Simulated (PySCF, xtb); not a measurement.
C5H7Cl, SMILES CC(C)=C=CCl.

GFN2-xTB (xtb) at its own geometry gives an orbital gap of 4.65 eV and a dipole moment of 2.74 D.

The structure is a stationary point at r2SCAN-D4/def2-SVP.

**Question.** What does PBE/def2-TZVP (PySCF) give? (The exact figures need the calculation; the answer reports its results.)

**Answer.** gap 4.50 eV (levels -5.94 and -1.44 eV), dipole 2.49 D.
